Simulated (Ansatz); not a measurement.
Several settings on one geometry of Zn8S7Cl2 (that of the charge 0 singlet, r2SCAN-D4/def2-SVP). Ansatz on 2 threads of AMD EPYC 7R13 on a shared host and a share (18 GiB) of an NVIDIA H100 80GB HBM3; times are rough.

```
atom    x (Å)    y (Å)    z (Å)
  S1  -0.2930  -3.3568  -2.1008
 Zn2  -0.5031  -2.8609   0.0212
 Zn3   0.9268  -1.5302  -1.9364
  S4  -0.2837   0.2850  -0.9078
  S5   0.7196  -2.1922   1.8548
 Zn6  -0.5535  -0.2940   1.4677
 Zn7  -2.5585  -0.0353  -0.8564
  S8  -4.1041   1.5419  -0.6704
  S9  -0.9457   1.8959   2.2343
Zn10  -2.6623   2.0595   0.8425
 S11   3.0925  -0.8144  -1.4881
Zn12   2.2289  -0.9980   0.6379
Zn13   2.5501   1.3767  -1.2371
 S14   1.8318   3.4024  -0.9679
Zn15   0.6467   2.3100   0.5619
Cl16  -2.6106  -1.7801   0.8043
Cl17   2.5181   0.9905   1.7404
```

Totals from different functionals, basis sets or treatments of relativity can't be compared as stabilities.

DK, ANO-RCC and x2c sets are all-electron and run with scalar relativity unless a key says otherwise.

The spins typed aren't always the lowest for that charge.

Give the basis size and estimate the energy, ⟨S²⟩ and time of these runs.

```
run                     method  charge    state                                                                                            further keys
  1    RKS PBEsol/ANO-RCC-VTZP       0  singlet                fitting: {mean_field: def2-universal-jkfit}; scf: {omitted_lower_state_checks: [starts]}
  2      RKS ωB97M-V/def2-TZVP       0  singlet  fitting: {mean_field: def2-universal-jkfit}; scf: {omitted_lower_state_checks: [starts]}; forces asked
  3  UKS revPBE-D4/def2-mTZVPP       1  doublet  fitting: {mean_field: def2-universal-jkfit}; scf: {omitted_lower_state_checks: [starts]}; forces asked
  4        UKS PBE0/def2-TZVPD      -1  doublet  fitting: {mean_field: def2-universal-jkfit}; scf: {omitted_lower_state_checks: [starts]}; forces asked
```


```
run  functions  energy (Eh)  ⟨S²⟩  wall time
  1        778  -18065.8109     –       39 s
  2        717  -17942.8843     –       25 s
  3        507  -17941.8964  0.75       15 s
  4        822  -17940.5944  0.76       33 s
```
